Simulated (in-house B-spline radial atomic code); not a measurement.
## Binding energies in La³³⁺

NIST's tabulated ground configuration is [Ar] 3d6; each binding energy is the energy of the ion with one electron taken from that subshell, relaxed, less that of the parent. Level of theory: Dirac-Hartree-Fock, average of configuration, Fermi nucleus of rms radius 4.855 fm; calculated with a radial B-spline atomic code at the basis-set limit. Energies include first-order Breit, QED and recoil terms.

```tsv
subshell	X-ray name	binding energy (eV)	-ε (eV)	relaxation (eV)
1s	K	40440.4	40630.0	41.6
2s	L1	7740.4	7771.0	13.9
2p1/2	L2	7371.4	7404.2	16.8
2p3/2	L3	6959	6985.7	15.5
3s	M1	2658.7	2664.3	2.0
3p1/2	M2	2505.7	2511.4	2.3
3p3/2	M3	2414.6	2418.9	2.1
3d	M4,5	2171.2	2175.1	2.9
```

Relaxation = -ε minus the binding energy without Breit, QED and recoil terms.

Emission lines follow as differences of binding energies, with λ = 12398.42 eV·Å / E:

```
 line       holes  energy (eV)  wavelength (Å)
 K-L3  1s → 2p3/2      33481.4         0.37031
 K-L2  1s → 2p1/2      33069.0         0.37493
 K-M3  1s → 3p3/2      38025.8         0.32605
L1-M3  2s → 3p3/2       5325.8           2.328
L3-M1  2p3/2 → 3s       4300.3          2.8832
```

Q: What screening constant σ does Moseley's law, E = (3/4)·13.6057 eV·(Z - σ)², need for K-L3?

A: σ = -0.28.

Moseley's non-relativistic formula needs a falling, then negative, screening constant for heavy elements, because relativity binds the 1s electron more strongly than the formula allows.

Q: What does it cost to remove both a 1s and a 2p1/2 electron?

A: 48141 eV, which is 329.6 eV more than the two single binding energies together.

Q: What does it cost to remove two 1s electrons?

A: 81894 eV, which is 1013 eV more than the two single binding energies together.
